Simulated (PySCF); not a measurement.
Species: C3H10N2Si.
SMILES: `N(C)(C)[SiH2]N=C`

The calculation used TDDFT CAM-B3LYP/def2-SVPD, vertical, gas phase, core orbitals frozen in the response (PySCF 2.14.0, density-fitted response routines). Isolated species at its GFN2-xTB geometry (one conformer only). Torsions of this conformer, `[CH2:1]=[N:2][SiH2:3][N:4]([CH3:5])[CH3:6]`: C1–N2–Si3–N4 135°, N2–Si3–N4–C5 34°.

Orbital energies (eV): HOMO-3 -11.09, HOMO-2 -10.53, HOMO-1 -8.41, HOMO -7.60, LUMO 0.39, LUMO+1 1.38, LUMO+2 1.46.

Lowest singlets, with some entries withheld (?).

| state | E (eV) | f | main configurations (H = HOMO, L = LUMO) |
| --- | --- | --- | --- |
| S1 | 4.07 | ? | H-1→L (90%) |
| S2 | 5.32 | ? | H→L (89%) |
| S3 | 5.96 | ? | H→L+2 (86%) |
| S4 | 6.26 | ? | H→L+1 (66%), H→L+3 (15%) |
| S5 | 6.57 | ? | H-1→L+1 (88%) |
| S6 | 6.89 | ? | H→L+5 (57%), H→L+3 (25%) |
| S7 | 7.18 | ? | H→L+3 (50%), H→L+5 (32%), H→L+4 (9%) |
| S8 | 7.34 | ? | H-1→L+2 (55%), H-1→L+5 (25%) |

(1) Supply the missing values.

(2) Which level carries the most intensity, and what share of the listed sum of f?

(3) Where do the lowest triplets lie (Tamm–Dancoff)?

(4) What is the mean static polarisability from the same response equations?

## Answers

(1) 
- S1: f = 0.0001
- S2: f = 0.0024
- S3: f = 0.028
- S4: f = 0.037
- S5: f = 0.011
- S6: f = 0.016
- S7: f = 0.0026
- S8: f = 0.084

(2) S8, with f = 0.084 of 0.180, 47%.

(3) T1 3.46 eV, H-1→L (91%); T2 5.15 eV, H-2→L (62%), H-5→L (25%); T3 5.22 eV, H→L (89%). E(S1) − E(T1) = +0.61 eV.

(4) 79.5 au (11.78 Å³), with principal values 64.9, 76.0 and 97.7 au.
